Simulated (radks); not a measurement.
The mean radii <r> (bohr) of the occupied orbitals of an atom or ion are listed with their occupations. Method: Dirac Kohn-Sham, PBEsol, spin-unpolarised, spherical densities, point nucleus; computed with a radial shooting solver on a logarithmic mesh with Libxc functionals.

orbital  occ.      <r>
1s1/2       2  0.01866
2s1/2       2  0.07835
2p1/2       2  0.06488
2p3/2       4  0.07272
3s1/2       2   0.2044
3p1/2       2   0.1943
3p3/2       4   0.2089
3d3/2       4   0.1830
3d5/2       6   0.1875
4s1/2       2   0.4587
4p1/2       2   0.4645
4p3/2       4   0.4977
4d3/2       4   0.5166
4d5/2       6   0.5281
5s1/2       2    1.101
5p1/2       2    1.219
5p3/2       4    1.324
4f5/2       6   0.6337
4f7/2       8   0.6446
5d3/2     1.2    1.947
5d5/2     1.8    2.006

Name the element and its charge. Open shells, if any, are shared by 2j + 1.

Answer. Z = 73, tantalum, charge +2: Ta2+ in [Xe] 4f14 5d3. The 1s radius gives Z: for a bare nucleus <r> = (2 gamma + 1)/(2Z) with gamma = sqrt(1 - (Z/c)^2), 0.01844 bohr for Z = 73, and screening makes it slightly larger (0.01866 here). The occupations add up to 71, and the charge is Z minus that.
